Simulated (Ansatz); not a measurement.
Si₂O₄ was relaxed with PBE0-D4 (def2-SVP, def2-SVPD) in Ansatz in these states: charge -1 doublet, neutral singlet. The geometries follow in no particular order.

A:

| atom | x (Å) | y (Å) | z (Å) |
| --- | --- | --- | --- |
| Si1 | 0.657 | -1.023 | -0.614 |
| Si2 | -0.360 | 1.035 | 0.302 |
| O3 | 0.961 | 0.148 | 0.720 |
| O4 | -0.767 | 0.030 | -0.934 |
| O5 | -0.955 | 2.351 | 0.830 |
| O6 | 0.464 | -2.542 | -0.304 |

B:

```
atom    x (Å)    y (Å)    z (Å)
 Si1   1.1958  -0.0030  -0.0857
 Si2  -1.1958   0.0030   0.0856
  O3   0.0204   1.1536   0.2449
  O4  -0.0204  -1.1536  -0.2449
  O5  -2.7043   0.0068   0.1937
  O6   2.7043  -0.0067  -0.1937
```

Task: Judge from the bond lengths which geometry belongs to which state (an estimate).

Result: A is the charge -1 doublet (Si1–O4 1.801 Å, Si1–O3 1.801 Å, Si1–Si2 2.472 Å); B is the neutral singlet (Si1–O4 1.682 Å, Si1–O3 1.682 Å, Si1–Si2 2.398 Å).
